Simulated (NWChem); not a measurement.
System meant: Si3H7, doublet; SMILES [SiH2][SiH2][SiH3]

NWChem input:

```
start job
memory heap 200 mb stack 900 mb global 1100 mb
geometry units angstroms noautoz
  Si     0.511904    -1.932639    -0.003933
  Si    -0.892972    -0.066916     0.110517
  Si     0.433300     1.875968     0.034447
  H     -0.172580    -3.271546     0.104097
  H      1.436760    -1.918725    -1.194176
  H     -1.899000    -0.038534    -1.017500
  H     -1.655963    -0.116647     1.409353
  H     -0.419490     3.115716     0.078925
  H      1.239234     1.887495    -1.237138
  H      1.379718     1.891418     1.204489
end
basis spherical
  Si library def2-svp
  H library def2-svp
end
dft
  odft
  mult 3
  xc xpbe96 cpbe96
  iterations 150
  mulliken
end
task dft energy
```

End of the output:

```
 ==============================================================================
                                 internuclear angles
 ------------------------------------------------------------------------------
        center 1       |       center 2       |       center 3       |  degrees
 ------------------------------------------------------------------------------
    2 Si               |   1 Si               |   4 H                |   115.62
    2 Si               |   1 Si               |   5 H                |   113.57
    4 H                |   1 Si               |   5 H                |   110.08
    1 Si               |   2 Si               |   3 Si               |   108.57
    1 Si               |   2 Si               |   6 H                |   112.23
    1 Si               |   2 Si               |   7 H                |   108.66
    3 Si               |   2 Si               |   6 H                |   109.60
    3 Si               |   2 Si               |   7 H                |   109.90
    6 H                |   2 Si               |   7 H                |   107.86
    2 Si               |   3 Si               |   8 H                |   111.08
    2 Si               |   3 Si               |   9 H                |   109.59
    2 Si               |   3 Si               |  10 H                |   109.74
    8 H                |   3 Si               |   9 H                |   108.78
    8 H                |   3 Si               |  10 H                |   108.95
    9 H                |   3 Si               |  10 H                |   108.66
 ------------------------------------------------------------------------------
                            number of included internuclear angles:         15
 ==============================================================================

 Summary of "ao basis" -> "" (spherical)
 ------------------------------------------------------------------------------
       Tag                 Description            Shells   Functions and Types
 ---------------- ------------------------------  ------  ---------------------
 Si                         def2-svp                 8       18   4s3p1d
 H                          def2-svp                 3        5   2s1p

  pbe96 is a nonlocal functional; adding pw91lda local functional.

                                 NWChem DFT Module
                                 -----------------

 Summary of "ao basis" -> "ao basis" (spherical)
 ------------------------------------------------------------------------------
       Tag                 Description            Shells   Functions and Types
 ---------------- ------------------------------  ------  ---------------------
 Si                         def2-svp                 8       18   4s3p1d
 H                          def2-svp                 3        5   2s1p

  number of electrons :                   49
  multiplicity        :                    3
 ------------------------------------------------------------------------
  no. of electrons and multiplicity not compatible                  49
 ------------------------------------------------------------------------
 ------------------------------------------------------------------------
  current input line :
    26: task dft energy
 ------------------------------------------------------------------------
 ------------------------------------------------------------------------
 There is an error in the input file
 ------------------------------------------------------------------------
 For more information see the NWChem manual at https://nwchemgit.github.io

0: no. of electrons and multiplicity not compatible:Received an Error in Communication
```

Problem. Can this run be used? If not, why, and what is the fix?

Solution. The input was rejected before any calculation. Cause: the multiplicity doesn't fit the number of electrons (an even count wants an odd multiplicity, and the reverse). This input runs:
```
start job
memory heap 200 mb stack 900 mb global 1100 mb
geometry units angstroms noautoz
  Si     0.511904    -1.932639    -0.003933
  Si    -0.892972    -0.066916     0.110517
  Si     0.433300     1.875968     0.034447
  H     -0.172580    -3.271546     0.104097
  H      1.436760    -1.918725    -1.194176
  H     -1.899000    -0.038534    -1.017500
  H     -1.655963    -0.116647     1.409353
  H     -0.419490     3.115716     0.078925
  H      1.239234     1.887495    -1.237138
  H      1.379718     1.891418     1.204489
end
basis spherical
  * library def2-svp
end
dft
  odft
  mult 2
  xc xpbe96 cpbe96
  iterations 150
  mulliken
end
task dft energy
```
It converges to -871.88000 Ha (PBE/def2-SVP, spin-unrestricted).
